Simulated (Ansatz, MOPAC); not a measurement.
Molecule: BeO (charge 0, singlet). SMILES: [Be]=[O]
Coordinates optimised at B3LYP-D3(BJ)/def2-TZVP (Ansatz, a program for electronic structure):
```xyz
2

Be     0.0000     0.0000    -0.8844
O      0.0000     0.0000     0.4422
```

Property: size of the dipole moment, in D. Terms: PM7 with its own dispersion and hydrogen-bond terms; non-relativistic; 6-311+G** with 5d; spin-orbit terms left out; six Cartesian d functions in 6-31G* and its kin unless marked 5d. Ab initio and DFT rows: single points at B3LYP-D3(BJ) geometries (Ansatz). Semi-empirical rows: dipoles at the shared geometry.

| level | program | size of the dipole moment (D) |
|---|---|---|
| AM1 | MOPAC | 5.44 |
| PM6 | MOPAC | 6.65 |
| PM7 | MOPAC | 6.44 |
| SVWN5/6-31G* | Ansatz | 5.20 |
| BLYP/6-31G* | Ansatz | 5.06 |
| PBE0/6-311+G** | Ansatz | 6.55 |

No value to compare with is used here. The 6 habitual levels span 5.06 (BLYP/6-31G*) to 6.65 D (PM6).

The levels are drawn from those run, B3LYP/6-31G* more often than the rest, none by its result; runs whose electronic state is in doubt are left out.
